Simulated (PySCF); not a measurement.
# N⁺ (nitrogen, charge +1) across methods

[He] 2s1 2p3, high-spin 5S determinant (an excited configuration). Calculation: PySCF 2.14, in aug-cc-pCVQZ-DK (9s8p6d4f2g, 109 functions); the spin-free X2C one-electron Hamiltonian (Gaussian nucleus).

| method | E (hartree) | mean ε 1s β (eV) | mean ε 2s α (eV) | mean ε 2p α (eV) | Σ⟨r²⟩ (bohr²) | ⟨S²⟩ |
| --- | --- | --- | --- | --- | --- | --- |
| MN15 | -53.8795 | -404.03 | -37.559 | -25.586 | 7.725 | 6.000 |
| PBE | -53.8103 | -398.24 | -34.685 | -22.783 | 7.779 | 6.000 |
| TPSSh | -53.8808 | -405.15 | -36.515 | -23.794 | 7.710 | 6.000 |
| LDA | -53.4040 | -394.94 | -34.325 | -22.795 | 7.817 | 6.000 |
| PBE0 | -53.8277 | -408.63 | -38.079 | -25.064 | 7.706 | 6.000 |
| r2SCAN | -53.8821 | -402.70 | -36.355 | -23.525 | 7.655 | 6.000 |
| UHF | -53.77496 | -439.11 | -47.866 | -31.496 | 7.584 | 6.000 |

Question: Estimate the same row for wB97X.

Answer: E (hartree) = -53.8827; mean ε 1s β (eV) = -409.80; mean ε 2s α (eV) = -40.557; mean ε 2p α (eV) = -27.466; Σ⟨r²⟩ (bohr²) = 7.708; ⟨S²⟩ = 6.000.
